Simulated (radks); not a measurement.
Q: Pr XXV, 35 electrons, occupied as [Ar] 3d10 4s2 4p5 (the NIST ground configuration). Calculated with a radial shooting solver on a logarithmic mesh with Libxc functionals: Dirac Kohn-Sham, exchange-only PBE, spin-unpolarised, spherical densities, finite nucleus; open shells fill j = l - 1/2 first; Fermi nuclear charge, rms radius 4.8919 fm. Some entries of the table are withheld. Estimate them.

orbital  occ.  eigenvalue (hartree)  r(max) (bohr)
1s1/2       2             -1562.531        0.01541
2s1/2       2             -274.0190        0.08737
2p1/2       2                   (1)        0.06648
2p3/2       4                   (2)        0.07182
3s1/2       2             -79.13370         0.2480
3p1/2       2                   (3)            (4)
3p3/2       4                   (5)            (6)
3d3/2       4             -60.02986         0.1965
3d5/2       6             -59.24422         0.1997
4s1/2       2             -33.48129         0.5513
4p1/2       2             -31.21521         0.5530
4p3/2       3             -30.21226         0.5723

A: 
(1) 2p1/2 eigenvalue (hartree): -260.5624
(2) 2p3/2 eigenvalue (hartree): -242.8110
(3) 3p1/2 eigenvalue (hartree): -73.44612
(4) 3p1/2 r(max) (bohr): 0.2346
(5) 3p3/2 eigenvalue (hartree): -69.84706
(6) 3p3/2 r(max) (bohr): 0.2460
